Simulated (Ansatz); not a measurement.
# What each rung costs, and what it gives

Saddle point of SiNH₉O₂, singlet (SiNH₅ ([NH2][SiH3]) + H₂O + H₂O → SiNH₅O ([NH2][SiH2][OH]) + H₂O + H₂; bonds formed: Si1–O7, H2–H8, H6–O9; bonds broken: Si1–H2, H6–O7, H8–O9), PBE0-D4/def2-TZVP structure:

```xyz
13
angstrom
Si -0.6414 -0.5978 0.5225
H 0.7334 0.3817 0.8873
H -1.8139 -1.4079 -0.0175
H -0.1426 -1.5250 1.5776
N -1.5457 0.8272 0.8004
H 1.1288 -0.0907 -1.2223
O 0.2447 -0.8851 -1.0104
H 1.4116 0.7390 0.0533
O 1.8805 0.7940 -0.9610
H -2.5507 0.8213 0.7475
H -1.1620 1.6543 1.2240
H -0.3290 -1.1893 -1.7176
H 2.7865 0.4783 -0.8837
```

Barriers are electronic and count from the start structure reached by relaxing down the imaginary mode.

Program: Ansatz 0.2.0. Basis: as named in each row. Cores are frozen in the correlated methods. B3LYP uses VWN-RPA correlation. Extrapolation: Hartree–Fock as exp(−7.88 √X), correlation as X^−2.97.

Times are rough, for one single point on 8 threads of a shared host (Arm Neoverse V2).

The estimate by CCSD(T) at an estimated basis limit (MP2 extrapolated from triple and quadruple zeta, plus CCSD(T) − MP2 in triple zeta) is 116.5 kJ/mol.

```tsv
method	basis	time (s)	barrier (kJ/mol)	method less estimate
HF	STO-3G	under 1	194.1	77.6
PBE-D4	STO-3G	under 1	-71.0	-187.6
SPW92	def2-SVP	under 1	-6.8	-123.3
B3LYP-D4	6-31G	under 1	77.8	-38.7
PBE-D4	def2-SVP	under 1	55.4	-61.1
PBE0-D4	def2-SVP	under 1	77.2	-39.3
SPW92	def2-TZVPP	under 1	13.8	-102.7
PBE-D4	def2-TZVPP	under 1	73.2	-43.3
BLYP-D4	def2-TZVPP	under 1	94.7	-21.8
B3LYP-D4	def2-TZVPP	1	104.6	-11.9
BHLYP-D4	def2-TZVPP	1	124.0	7.5
PBE0-D4	def2-TZVPP	1	89.2	-27.3
CAM-B3LYP-D4	def2-TZVPP	1	102.4	-14.1
wB97M-V	def2-SVP	2	89.8	-26.7
r2SCAN-D4	def2-TZVPP	2	78.6	-37.9
r2SCAN0-D4	def2-TZVPP	2	91.6	-24.9
CCSD(T)	def2-SVP	2	121.9	5.4
B2PLYP	def2-TZVPP	2	111.9	-4.6
PBE-QIDH	def2-TZVPP	2	101.6	-15.0
RPA on PBE	def2-TZVPP	2	119.8	3.3
wB97X-V	def2-TZVPP	3	109.2	-7.4
B97M-V	def2-TZVPP	4	94.8	-21.7
wB97M-V	def2-TZVPP	4	107.4	-9.2
MP2	def2-QZVPP	11	106.8	-9.7
CCSD(T)	def2-TZVPP	73	115.8	-0.7
```

All methods are single points on the PBE0-D4 structures; a negative value means that the method puts the saddle structure below the start.

T1 diagnostic: at most 0.011.

Labels in which every atom is bracketed show which atoms are joined, not bond orders.
